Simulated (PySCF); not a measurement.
## Polarisability and C₆ of O⁻ (oxygen, charge -1)

[He] 2s2 2p5, 2P determinant. Computed with PySCF 2.14 in aug-cc-pVTZ (5s4p3d2f, 46 functions), with no relativity, point nucleus. Coupled (time-dependent) response in atomic units; α is the mean over directions.

| method | mean α (bohr³) | α xx, yy, zz | C₆ (like pair) | S(−4) |
| --- | --- | --- | --- | --- |
| UHF | 11.95 | 8.360, 13.74, 13.74 | 53.19 | 98.35 |
| wB97M-V | 14.82 | 10.26, 17.10, 17.10 | 69.55 | 168.3 |

S(−4) is the Cauchy moment in α(ω) = α(0) + S(−4) ω² + …

α(iu) at wB97M-V:

```
u (hartree)  α(iu) (bohr³)
          0          14.82
     0.0500          14.42
      0.100          13.41
      0.200          10.97
      0.300          8.992
      0.500          6.387
      0.750          4.410
       1.00          3.171
       1.50          1.824
       2.00          1.175
       3.00         0.6047
       5.00         0.2497
```

A single London oscillator, α(iu) = α/(1 + u²/ω²), gives C₆ = (3/4) ω α². Matching the computed C₆ needs ω = 4 × 69.55 / (3 × 14.82²) = 0.422 hartree.

For an ion, C₆ is the dispersion term alone; charge-induced terms of lower order in 1/R come first.

The components differ because the open shell of this determinant is not spherical; for a pure term their mean is the scalar polarisability.
